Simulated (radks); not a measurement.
Results of a calculation; reference values are marked as such.
Isoelectronic series with 18 electrons, all held in the configuration [Ar], which need not be the ground one along the series. Level of theory: scalar-relativistic Kohn-Sham, BLYP, spin-polarised, spherical densities, finite nucleus; Fermi nuclear charge, rms radius of each element as measured or else 0.836 A^(1/3) + 0.57 fm (a radial shooting solver on a logarithmic mesh with Libxc functionals). Total energies (hartree) and orbital eigenvalues (eV):

[
 {"ion": "Ar", "E (hartree)": "-529.43587", "3p": "-10.1415", "3s": "-24.1339"},
 {"ion": "K+", "E (hartree)": "-602.14916", "3p": "-24.7412", "3s": "-41.2669"},
 {"ion": "Ca2+", "E (hartree)": "-679.89457", "3p": "-42.9083", "3s": "-62.0271"},
 {"ion": "Sc3+", "E (hartree)": "-762.66995", "3p": "-64.4450", "3s": "-86.2018"},
 {"ion": "Ti4+", "E (hartree)": "-850.47917", "3p": "-89.2510", "3s": "-113.6873"},
 {"ion": "V5+", "E (hartree)": "-943.32961", "3p": "-117.2673", "3s": "-144.4253"},
 {"ion": "Cr6+", "E (hartree)": "-1041.23099", "3p": "-148.4570", "3s": "-178.3815"},
 {"ion": "Mn7+", "E (hartree)": "-1144.19494", "3p": "-182.7960", "3s": "-215.5353"},
 {"ion": "Fe8+", "E (hartree)": "-1252.23464", "3p": "-220.2681", "3s": "-255.8751"},
 {"ion": "Co9+", "E (hartree)": "-1365.36443", "3p": "-260.8627", "3s": "-299.3950"},
 {"ion": "Ni10+", "E (hartree)": "-1483.60007", "3p": "-304.5731", "3s": "-346.0938"},
 {"ion": "Cu11+", "E (hartree)": "-1606.95766", "3p": "-351.3952", "3s": "-395.9730"},
 {"ion": "Zn12+", "E (hartree)": "-1735.45541", "3p": "-401.3272", "3s": "-449.0371"},
 {"ion": "Ga13+", "E (hartree)": "-1869.11164", "3p": "-454.3690", "3s": "-505.2922"},
 {"ion": "Ge14+", "E (hartree)": "-2007.94598", "3p": "-510.5215", "3s": "-564.7464"},
 {"ion": "As15+", "E (hartree)": "-2151.97941", "3p": "-569.7869", "3s": "-627.4091"},
 {"ion": "Se16+", "E (hartree)": "-2301.23295", "3p": "-632.1685", "3s": "-693.2910"},
 {"ion": "Br17+", "E (hartree)": "-2455.72940", "3p": "-697.6700", "3s": "-762.4040"},
 {"ion": "Kr18+", "E (hartree)": "-2615.49198", "3p": "-766.2959", "3s": "-834.7612"},
 {"ion": "Rb19+", "E (hartree)": "-2780.54521", "3p": "-838.0515", "3s": "-910.3765"}
]
